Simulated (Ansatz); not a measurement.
Relaxation of a periodic cell of 36 atoms, H₆C₂O (packed as 4 CH3CH2OH, density as packed 0.88 g/cm³ with natural masses), to a largest force component of 0.3 eV/Å in at most 15 steps.

The calculation used DFT PBE-D3(BJ), scalar-relativistic, plane waves, PAW in Ansatz. Settings: accuracy low, cutoff 420 eV, k mesh 1x1x1, fermi-dirac smearing 0.02 eV, no spin polarisation.

```xyz
36
Lattice="7.0419 0.0000 0.0000 0.0000 7.0419 0.0000 0.0000 0.0000 7.0419" Properties=species:S:1:pos:R:3:forces:R:3
C 3.631 -0.159 6.053 0.17 0.19 0.14
C 3.838 1.062 6.920 0.12 -0.28 -0.19
O 2.632 1.823 6.868 0.64 -0.17 0.27
H 2.757 2.611 7.422 0.04 -0.09 0.09
H 4.068 0.760 7.951 0.02 -0.01 0.24
H 4.690 1.650 6.549 0.12 0.13 -0.02
H 4.526 -0.788 6.051 0.12 -0.03 0.01
H 2.790 -0.746 6.428 0.19 0.20 -0.22
H 3.412 0.143 5.027 -0.04 -0.01 -0.19
C 5.411 3.425 3.731 -0.36 0.45 0.12
C 4.159 4.232 3.990 0.30 -0.18 -0.25
O 3.116 3.650 3.209 0.03 0.27 -0.25
H 2.307 4.163 3.368 0.12 0.04 -0.07
H 3.908 4.209 5.060 -0.11 -0.05 0.15
H 4.321 5.282 3.709 0.00 0.14 -0.05
H 6.252 3.823 4.305 -0.13 0.07 0.00
H 5.251 2.384 4.019 -0.03 -0.18 0.07
H 5.663 3.456 2.670 0.10 0.02 -0.18
C 0.945 2.013 4.119 0.15 -0.36 -0.07
C 0.648 0.909 3.130 -0.18 0.07 0.37
O 0.610 -0.314 3.865 -0.06 -0.27 0.12
H 0.420 -1.029 3.236 -0.06 -0.06 -0.14
H -0.313 1.097 2.630 -0.14 -0.04 -0.09
H 1.425 0.877 2.353 0.30 0.07 -0.17
H 0.988 2.982 3.614 -0.13 -0.16 0.03
H 0.168 2.049 4.885 0.02 -0.24 -0.08
H 1.904 1.829 4.608 -0.01 0.05 -0.06
C 0.616 3.489 0.088 -0.19 0.51 -0.11
C 1.163 4.897 0.147 -0.42 -0.73 -0.03
O 0.556 5.537 1.268 0.02 0.28 0.25
H 0.902 6.443 1.314 0.00 0.16 -0.14
H 2.257 4.874 0.252 0.06 -0.11 0.20
H 0.931 5.432 -0.785 -0.08 0.20 -0.08
H 1.046 2.942 -0.755 -0.18 0.17 0.20
H 0.855 2.956 1.011 -0.10 -0.11 0.09
H -0.470 3.514 -0.025 -0.28 0.03 0.01
```

Problem. Where does it end, and by what steps?

Solution. It converged. The threshold is loose, so the end isn't yet a minimum. The force dipped under the threshold on the way, but the program's further checks kept it going. Limits of this set-up: coarse k mesh, low accuracy level. After 9 steps the energy has fallen by 1.398 eV; H9 moved furthest, 1.02 Å.

```tsv
step	energy less start (eV)	largest force component (eV/Å)	accepted
0	0.0000	0.726	yes
1	-0.5246	0.237	yes
2	-0.7785	0.276	yes
3	-0.9564	0.342	yes
4	-1.1039	0.273	yes
5	-1.1039	0.273	yes
6	-1.2207	0.401	yes
7	-1.3112	0.447	yes
8	-1.3981	0.291	yes
9	-1.3982	0.291	yes
```

```xyz
36
Lattice="7.0419 0.0000 0.0000 0.0000 7.0419 0.0000 0.0000 0.0000 7.0419" Properties=species:S:1:pos:R:3
C 4.215 0.152 6.268
C 4.235 1.037 7.509
O 3.006 1.767 7.579
H 3.077 2.449 8.283
H 4.369 0.412 8.415
H 5.098 1.728 7.456
H 5.124 -0.462 6.219
H 3.346 -0.521 6.278
H 4.162 0.761 5.352
C 5.090 3.498 3.547
C 3.869 4.390 3.566
O 2.993 3.996 2.489
H 2.250 4.629 2.477
H 3.337 4.302 4.527
H 4.166 5.445 3.437
H 5.793 3.805 4.331
H 4.815 2.448 3.720
H 5.603 3.570 2.580
C 0.911 1.387 4.515
C 0.807 0.571 3.238
O 0.590 -0.819 3.555
H 0.404 -1.225 2.673
H -0.036 0.945 2.628
H 1.729 0.693 2.638
H 1.063 2.447 4.260
H -0.017 1.290 5.101
H 1.758 1.069 5.140
C 0.178 3.716 0.071
C 0.973 4.976 -0.182
O 0.613 5.939 0.837
H 1.097 6.768 0.665
H 2.054 4.755 -0.116
H 0.763 5.401 -1.181
H 0.491 2.932 -0.627
H 0.362 3.336 1.086
H -0.902 3.894 -0.047
```

Whether the end is a true minimum wasn't checked by a vibrational analysis.

Run time: 14 s on 1 thread of Intel(R) Xeon(R) Platinum 8488C (Sapphire Rapids), with other jobs on the host, peak memory 0.45 GiB.
